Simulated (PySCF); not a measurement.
PySCF 2.14 output of an unrestricted PBE calculation on a single atom or ion in aug-cc-pwCVDZ-PP with ECP10MDF (6s5p4d1f, 48 functions), with scalar relativity through the core potential:

```
SCF conv_tol = 1e-09
number electrons alpha = 11  beta = 9
    J. P. Perdew, K. Burke, and M. Ernzerhof.,  Phys. Rev. Lett. 77, 3865 (1996)
    J. P. Perdew, K. Burke, and M. Ernzerhof.,  Phys. Rev. Lett. 78, 1396 (1997)
    J. P. Perdew, K. Burke, and M. Ernzerhof.,  Phys. Rev. Lett. 77, 3865 (1996)
    J. P. Perdew, K. Burke, and M. Ernzerhof.,  Phys. Rev. Lett. 78, 1396 (1997)
cycle= 1 E= -293.347042041051  delta_E= -0.00621  |g|= 0.144  |ddm|= 1.17
cycle= 2 E= -293.345431567436  delta_E= 0.00161  |g|= 0.181  |ddm|= 0.471
cycle= 3 E= -293.34963058935  delta_E= -0.0042  |g|= 0.000706  |ddm|= 0.275
cycle= 4 E= -293.349630658232  delta_E= -6.89e-08  |g|= 2.34e-05  |ddm|= 0.00186
cycle= 5 E= -293.349630658334  delta_E= -1.01e-10  |g|= 7.6e-07  |ddm|= 8.4e-05
converged SCF energy = -293.349630658334  <S^2> = 2.0006078  2S+1 = 3.0004052
```

The run itself started from symmetry-adapted Hartree-Fock orbitals and held the occupation by maximum overlap, on a logarithmic radial grid, so the iterations belong to that start.

Task: Which element, charge and spin multiplicity is this?

Result: Ge(2+) (germanium, charge +2), multiplicity 3; the state was [Ar] 3d10 4s1 4p1, high-spin 3P determinant (an excited configuration).

Energies and moments cover only the electrons outside the core potential.
